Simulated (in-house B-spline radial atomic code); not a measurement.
Radial electron density of the bromine ion Br⁺, [Ar] 3d10 4s2 4p4. Method: Dirac-Kohn-Sham LC-wPBE, spherical fractional occupations, Fermi nucleus of rms radius 4.1629 fm. Calculated with a radial B-spline atomic code at the basis-set limit.

Caution: exact exchange at fractional occupations of open shells leaves self-interaction of up to several eV.

Columns: r (bohr), 4πr²n(r) (electrons per bohr), bar.

```
  0.0019    1.437 #
 0.00232    2.052 ##
 0.00283    2.908 ##
 0.00346    4.104 ####
 0.00423    5.735 #####
 0.00516    7.891 #######
  0.0063    10.72 #########
  0.0077    14.33 ############
 0.00941    18.74 ################
  0.0115    23.88 ####################
   0.014    29.36 #########################
  0.0171    34.91 ##############################
  0.0209    39.68 ##################################
  0.0256    42.83 #####################################
  0.0312    43.58 #####################################
  0.0382    41.88 ####################################
  0.0466    38.75 #################################
  0.0569    36.11 ###############################
  0.0695    36.29 ###############################
  0.0849    40.39 ###################################
   0.104    46.89 ########################################
   0.127    51.33 ############################################
   0.155    49.65 ###########################################
   0.189    41.66 ####################################
   0.231    32.19 ############################
   0.282    27.97 ########################
   0.345    30.63 ##########################
   0.421    34.69 ##############################
   0.514    33.44 #############################
   0.628    25.63 ######################
   0.767    15.81 ##############
   0.937    8.743 #######
    1.14    5.647 #####
     1.4    4.679 ####
    1.71     3.97 ###
    2.09    2.795 ##
    2.55    1.535 #
    3.11   0.6391 #
     3.8   0.1967 
    4.64  0.04319 
    5.67 0.006174 
    6.93 0.000528
```

On this grid the curve has 3 maxima, near 0.0312, 0.127, 0.421 bohr.

The 4p1/2 radial function P(r) = rR(r), positive near the nucleus, with its small component Q(r) (sign convention: Q ≈ (P' + κP/r)/2c):

```csv
r (bohr),P,Q
0.0019,0.0009774,0.003165
0.00283,0.001811,0.004551
0.00423,0.003465,0.006492
0.0063,0.006713,0.009081
0.00941,0.01314,0.01242
0.014,0.02534,0.01632
0.0209,0.04781,0.02031
0.0312,0.08569,0.0231
0.0466,0.1409,0.02268
0.0695,0.2003,0.01696
0.104,0.2206,0.005643
0.155,0.1293,-0.006757
0.231,-0.1017,-0.01238
0.345,-0.3349,-0.007187
0.514,-0.2889,0.002396
0.767,0.1293,0.006908
1.14,0.6169,0.005032
1.71,0.7839,0.001293
2.55,0.5372,-0.0005174
3.8,0.2026,-0.0004376
5.67,0.03631,-0.000104
```
